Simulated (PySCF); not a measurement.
# A search over the determinants of LiBe

Unrestricted PBE0; PySCF, no relativity, basis sets Li def2-SVPD, Be def2-SVPD. Outer shells of the fragments: Li 2s1; Be 2s2.

Followed along the bond (rough minima from three points):

```json
{"2Ms+1": "2", "unpaired": "σ ↑", "⟨S²⟩ at the start": "0.77", "R at minimum (Å)": "2.60", "Te (eV)": "0.00"}
{"2Ms+1": "2", "unpaired": "π ↑", "⟨S²⟩ at the start": "0.75", "R at minimum (Å)": "2.27", "Te (eV)": "0.59"}
{"2Ms+1": "4", "unpaired": "σ ↑↑, π ↑", "⟨S²⟩ at the start": "3.75", "R at minimum (Å)": "2.55", "Te (eV)": "2.19"}
```

Solutions found at the starting distance of 2.245 Å, counted from the lowest of them; the search is not exhaustive and high or unbound solutions are not listed, so other states can lie among these:

```csv
2Ms+1,unpaired,term,E (eV),⟨S²⟩,⟨Lz²⟩,μ (D)
2,σ ↑,²Σ⁺,0.00,0.77,0.00,-3.51
2,π ↑,²Π,0.43,0.75,1.00,-3.78
4,"σ ↑↑, π ↑",⁴Π,2.13,3.75,1.00,-5.20
4,"σ ↑, π ↑↑",⁴Σ⁻,2.42,3.75,0.00,-3.79
2,"σ ↑↑, π ↓",mixed,3.10,1.75,1.00,-4.59
4,σ ↑↑↑,⁴Σ⁺,3.23,3.75,0.00,4.77
2,"σ ↑, π ↑↓",mixed,3.36,1.75,2.00,-3.03
2,σ ↑,mixed,3.83,0.90,2.00,-2.01
4,"σ ↑, π ↑↑",mixed,4.92,3.75,2.00,3.60
```

A term symbol is given only where ⟨S²⟩ and ⟨Lz²⟩ are close to those of a pure state; real π, δ and φ orbitals otherwise mix terms. A positive dipole means Li(−)Be(+).

Q: Compare the gap between the two lowest followed solutions at the starting distance with the gap between their minima.

A: At PBE0 the second solution (doublet, unpaired electrons π ↑) lies +0.43 eV from the first (doublet, unpaired electrons σ ↑) at 2.245 Å and +0.59 eV at the minima; the two curves relax by different amounts, since their minima lie near 2.27 and 2.60 Å.

Counting both spins, an empty level lies below a filled one in some of these solutions, because spin and occupation are held.
